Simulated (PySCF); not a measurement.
A small calculation by hand: entropy of an ideal gas

HgF4, SMILES [F][Hg]([F])([F])[F].

Geometry: PBE-D3(BJ)/def2-SVP. The def2 effective core potentials stand for the cores of Hg; spin–orbit coupling is left out.

PBE-D3(BJ)/def2-SVP run with PySCF gives the harmonic wavenumbers 152, 199, 203, 225, 225, 541, 547, 638, 638 cm⁻¹ and the rotational temperatures 0.1711, 0.1711, 0.0856 K. The molar mass is 276.59 g/mol, the symmetry number 8, the spin multiplicity 1.

Problem. Work out the entropy at 298.15 K and 1 atm in the rigid-rotor, harmonic-oscillator model.

Solution. 
Translation (Sackur–Tetrode at 1 atm): S = R[1.5 ln M + 2.5 ln T − 1.16487] = 178.9 J/(mol K).
Rotation: q = (√π/σ) T^1.5/√(θA θB θC) = 22800, S = R[ln q + 3/2] = 95.9 J/(mol K).
Vibration: with u = 1.4388 ν/T, each mode gives R[u/(e^u − 1) − ln(1 − e^−u)]:
| ν (cm⁻¹) | modes | u | S (J/(mol K)) |
|---|---|---|---|
| 152 | 1 | 0.73 | 11.08 |
| 199 | 1 | 0.96 | 8.96 |
| 203 | 1 | 0.98 | 8.81 |
| 225 | 2 | 1.09 | 16.05 |
| 541 | 1 | 2.61 | 2.36 |
| 547 | 1 | 2.64 | 2.30 |
| 638 | 2 | 3.08 | 3.25 |
These are all the modes. Sum 52.8 J/(mol K).
Spin: R ln 1 = 0.0 J/(mol K).
Total 327.6 J/(mol K); the program's own thermochemistry gives 327.5. Translation makes up 55 % and vibration 16 %. Anharmonicity, hindered rotation and orbital degeneracy are left out.
